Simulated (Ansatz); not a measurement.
Z-matrix (Å, degrees):
```
C
Al 1 1.958
H 1 1.095 2 110.4
H 1 1.097 2 109.5 3 116.6
H 1 1.091 2 114.4 3 -122.3
Al 2 2.599 1 123.6 3 129.2
H 2 1.598 1 117.1 3 -51.4
F 6 1.662 2 115.8 1 -86.5
H 6 1.593 2 130.4 1 93.6
```

Total charge 0; spin multiplicity 1.

List the B3LYP/def2-TZVPP orbital energies in eV (Ansatz 0.2.0). (An estimate is asked.)

The calculation gave: Occupied: -1524.67, -1524.36, -670.36, -276.23, -112.61, -112.35, -73.35, -73.19, -73.13, -73.11, -72.89, -72.86, -30.88, -18.68, -12.53, -11.09, -11.03, -10.96, -10.94, -10.79, -9.49, -8.05, -6.74. Lowest empty: -2.16, -1.82, -0.09, 0.63, 1.00, 1.95, 2.26, 2.47.

B3LYP here is the variant with VWN-RPA as its local correlation; programs differ in this.
